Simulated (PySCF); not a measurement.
**Spinor energies of Hg (mercury, neutral)**

Start: [Xe] 4f14 5d10 6s2. Calculated with PySCF 2.14 in x2c-TZVPall-2c (11s11p10d2f, 108 functions): generalised Hartree-Fock with the X2C-1e Hamiltonian and a Gaussian nucleus; one run each with spin-orbit coupling (SO) switched off, then screened by Boettger's factors.

```json
{"spinor shell": "1s1/2", "electrons": "2", "ε, spin-free (eV)": "-83571.7", "ε, screened SO (eV)": "-83538.1", "weight of nominal j (screened SO)": "1.000", "rms radius, screened SO (bohr)": "0.0187"}
{"spinor shell": "2s1/2", "electrons": "2", "ε, spin-free (eV)": "-14966.5", "ε, screened SO (eV)": "-14955.9", "weight of nominal j (screened SO)": "1.000", "rms radius, screened SO (bohr)": "0.0755"}
{"spinor shell": "2p1/2", "electrons": "2", "ε, spin-free (eV)": "-12920.3", "ε, screened SO (eV)": "-14325.2", "weight of nominal j (screened SO)": "1.000", "rms radius, screened SO (bohr)": "0.0639"}
{"spinor shell": "2p3/2", "electrons": "4", "ε, spin-free (eV)": "-12920.3", "ε, screened SO (eV)": "-12372.1", "weight of nominal j (screened SO)": "1.000", "rms radius, screened SO (bohr)": "0.0720"}
{"spinor shell": "3s1/2", "electrons": "2", "ε, spin-free (eV)": "-3621.8", "ε, screened SO (eV)": "-3618.3", "weight of nominal j (screened SO)": "1.000", "rms radius, screened SO (bohr)": "0.193"}
{"spinor shell": "3p1/2", "electrons": "2", "ε, spin-free (eV)": "-3021.4", "ε, screened SO (eV)": "-3335.3", "weight of nominal j (screened SO)": "1.000", "rms radius, screened SO (bohr)": "0.184"}
{"spinor shell": "3p3/2", "electrons": "4", "ε, spin-free (eV)": "-3021.4", "ε, screened SO (eV)": "-2896.4", "weight of nominal j (screened SO)": "1.000", "rms radius, screened SO (bohr)": "0.201"}
{"spinor shell": "3d3/2", "electrons": "4", "ε, spin-free (eV)": "-2378.8", "ε, screened SO (eV)": "-2433.4", "weight of nominal j (screened SO)": "1.000", "rms radius, screened SO (bohr)": "0.176"}
{"spinor shell": "3d5/2", "electrons": "6", "ε, spin-free (eV)": "-2378.8", "ε, screened SO (eV)": "-2339.8", "weight of nominal j (screened SO)": "1.000", "rms radius, screened SO (bohr)": "0.180"}
{"spinor shell": "4s1/2", "electrons": "2", "ε, spin-free (eV)": "-834.09", "ε, screened SO (eV)": "-833.06", "weight of nominal j (screened SO)": "1.000", "rms radius, screened SO (bohr)": "0.424"}
{"spinor shell": "4p1/2", "electrons": "2", "ε, spin-free (eV)": "-633.90", "ε, screened SO (eV)": "-710.61", "weight of nominal j (screened SO)": "1.000", "rms radius, screened SO (bohr)": "0.429"}
{"spinor shell": "4p3/2", "electrons": "4", "ε, spin-free (eV)": "-633.90", "ε, screened SO (eV)": "-603.19", "weight of nominal j (screened SO)": "1.000", "rms radius, screened SO (bohr)": "0.463"}
{"spinor shell": "4d3/2", "electrons": "4", "ε, spin-free (eV)": "-390.91", "ε, screened SO (eV)": "-402.87", "weight of nominal j (screened SO)": "1.000", "rms radius, screened SO (bohr)": "0.475"}
{"spinor shell": "4d5/2", "electrons": "6", "ε, spin-free (eV)": "-390.91", "ε, screened SO (eV)": "-382.24", "weight of nominal j (screened SO)": "1.000", "rms radius, screened SO (bohr)": "0.486"}
{"spinor shell": "5s1/2", "electrons": "2", "ε, spin-free (eV)": "-138.91", "ε, screened SO (eV)": "-138.79", "weight of nominal j (screened SO)": "1.000", "rms radius, screened SO (bohr)": "0.970"}
{"spinor shell": "4f5/2", "electrons": "6", "ε, spin-free (eV)": "-119.76", "ε, screened SO (eV)": "-121.72", "weight of nominal j (screened SO)": "1.000", "rms radius, screened SO (bohr)": "0.526"}
{"spinor shell": "5p1/2", "electrons": "2", "ε, spin-free (eV)": "-82.686", "ε, screened SO (eV)": "-96.316", "weight of nominal j (screened SO)": "1.000", "rms radius, screened SO (bohr)": "1.05"}
{"spinor shell": "5p3/2", "electrons": "4", "ε, spin-free (eV)": "-82.686", "ε, screened SO (eV)": "-77.348", "weight of nominal j (screened SO)": "1.000", "rms radius, screened SO (bohr)": "1.15"}
{"spinor shell": "5d3/2", "electrons": "4", "ε, spin-free (eV)": "-16.558", "ε, screened SO (eV)": "-17.871", "weight of nominal j (screened SO)": "1.000", "rms radius, screened SO (bohr)": "1.55"}
{"spinor shell": "5d5/2", "electrons": "6", "ε, spin-free (eV)": "-16.558", "ε, screened SO (eV)": "-15.716", "weight of nominal j (screened SO)": "1.000", "rms radius, screened SO (bohr)": "1.63"}
{"spinor shell": "6s1/2", "electrons": "2", "ε, spin-free (eV)": "-8.886", "ε, screened SO (eV)": "-8.911", "weight of nominal j (screened SO)": "1.000", "rms radius, screened SO (bohr)": "3.05"}
```

(1) Where does 4f7/2 lie, and what is the 4f spin-orbit splitting (screened SO)?

```json
{"quantity": "E (hartree)", "spin-free": "-19607.62307", "screened SO": "-19639.67278"}
{"quantity": "M_J", "spin-free": "0", "screened SO": "0"}
{"quantity": "⟨J²⟩", "spin-free": "0.000", "screened SO": "0.000"}
{"quantity": "⟨L²⟩", "spin-free": "0.000", "screened SO": "0.187"}
{"quantity": "⟨S²⟩", "spin-free": "0.000", "screened SO": "0.187"}
```

Breit and QED terms are absent; they matter most for the inner s and p1/2 levels.

Densities and radii are taken from the X2C orbitals without a picture-change correction, which distorts them close to the nucleus.

Without spin-orbit coupling the j labels of p, d and f shells carry no meaning; the spin-free column gives the mean over the occupied spinors of each nl shell.

Answers

(1) At -117.56 eV, 4.158 eV above 4f5/2.
